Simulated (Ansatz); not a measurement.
```yaml
atoms:
  - { symbol: Li, position_ang: [0.0000, 0.0000, -1.2821] }
  - { symbol: Li, position_ang: [0.0000, 0.0000, 1.2821] }
```

Basis set: 6-31G* (spherical functions). All electrons are correlated. Charge 0, multiplicity 1.

Computed with Ansatz (development build ahead of 0.2.0); each method stands on the lowest determinant of its kind that the runs found. Restricted open shells among the atoms or ions are ROHF, correlated in semicanonical orbitals with singles.

Problem. Give the atomization energy at this shape (free ground-state atoms in the same class of orbitals less the molecule, no zero-point energy) of singlet Li2 by RHF-MP2, RHF.

Solution.

```
 method  atomization energy
RHF-MP2      13.45 kcal/mol
    RHF       1.27 kcal/mol
```
